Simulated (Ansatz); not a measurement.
C₂H₆AlFS (`C[S][AlH][CH2]F`), relaxed with RKS PBE-D4/def2-SVP in the Gaussian-basis code of Ansatz from a rough embedded geometry. The force threshold is 0.03 eV/Å; the program also tests the step.

Total charge 0; spin multiplicity 1.

Start:

```xyz
11

C    -2.010    0.414   -0.715
S    -1.644   -0.632    0.773
Al    0.491   -0.991    0.158
C     2.009    0.212    0.690
F     2.020    0.286    2.087
H    -3.086    0.751   -0.559
H    -1.356    1.301   -0.671
H    -1.874   -0.165   -1.597
H     0.849   -2.308   -0.787
H     2.907   -0.114    0.291
H     1.694    1.247    0.328
```

```tsv
step	energy (eV)	largest force (eV/Å)	largest move (Å)
1	-22297.6124	4.173	0.000
2	-22297.8950	1.029	0.096
3	-22297.9281	0.114	0.074
4	-22297.9324	0.087	0.052
5	-22297.9355	0.130	0.106
6	-22297.9378	0.134	0.073
7	-22297.9399	0.468	0.200
8	-22297.9547	0.360	0.104
9	-22298.0020	0.300	0.195
10	-22298.0610	0.575	0.197
11	-22298.1309	0.544	0.197
12	-22298.2197	0.562	0.198
13	-22298.3151	0.542	0.194
14	-22298.3734	0.272	0.200
15	-22298.3960	0.145	0.200
16	-22298.3990	0.159	0.058
17	-22298.4009	0.027	0.032
18	-22298.4020	0.042	0.053
19	-22298.4021	0.151	0.100
20	-22298.4035	0.065	0.010
21	-22298.4042	0.026	0.052
22	-22298.4050	0.021	0.053
23 (rejected)	-22298.4046	0.128	0.107
24	-22298.4054	0.031	0.052
25	-22298.4055	0.069	0.053
26	-22298.4057	0.055	0.009
27	-22298.4058	0.046	0.012
28	-22298.4060	0.017	0.021
```

End:

```xyz
11

C    -1.904    0.560   -0.358
S    -1.508   -1.239   -0.508
Al    0.631   -1.364   -0.072
C     1.723    0.238    0.434
F     0.964    1.315    0.925
H    -2.770    0.663    0.323
H    -1.052    1.138    0.041
H    -2.185    0.942   -1.358
H     1.303   -2.805   -0.209
H     2.470   -0.045    1.215
H     2.329    0.597   -0.433
```

It took 31 s on 4 threads of an Arm Neoverse V2 on a shared host, with 0.16 GiB of host memory at the peak.
